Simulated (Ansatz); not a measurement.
Energy needed to pull apart InSO (SMILES [O]1[S][In]1), doublet, into free ground-state atoms, from the structure below (displaced at random from a GFN2-xTB minimum); no zero-point or spin–orbit terms; open-shell atoms are treated unrestricted, in their ground-state multiplicity.

```
3
angstrom
O 0.2945 0.8273 0.2457
S -1.1441 0.3923 -0.4497
In 0.8006 -1.3135 0.2830
```

Program: Ansatz 0.2.0. Basis: def2-TZVPP. Cores are frozen in the correlated methods; orbitals are unrestricted. Filled d shells of the heavier atoms are correlated. Core potentials replace the inner electrons of the atoms past krypton. The def2 sets are not built for correlating such inner shells, so the correlated values are less sure here.

```tsv
method	atomization energy (kJ/mol)
PBE-D4	?
BLYP-D4	776
r2SCAN-D4	759
PBE0-D4	733
CAM-B3LYP-D4	726
wB97M-V	737
HF	322
MP2	744
CCSD	?
CCSD(T)	693
```

Q: What does CCSD give? (An estimate is asked for; the value comes from the calculation.)

A: By the calculation: 651 kJ/mol, which is about 42 kJ/mol less than CCSD(T)/def2-TZVPP.

Q: What does PBE-D4 give? (An estimate is asked for; the value comes from the calculation.)

A: The calculation gives: 808 kJ/mol, which is about 115 kJ/mol more than CCSD(T)/def2-TZVPP.

In triple zeta the MP2 and coupled-cluster atomization energies are still short of their basis limit by a few kcal/mol a bond, whereas those of the functionals are nearly converged, so these differences are not deviations from converged CCSD(T).

The T1 diagnostic stays at or below 0.022. ⟨S²⟩ of the unrestricted Hartree–Fock references: 0.78 (a pure state has 0.75).

For scale, one of the runs: CCSD(T)/def2-TZVPP forces, 123 basis functions (an equivalent command: `ansatz run in.yaml --threads 4`). The run took 2.3 min on 4 CPU threads (shared host), with 2.4 GiB of host memory at its peak.
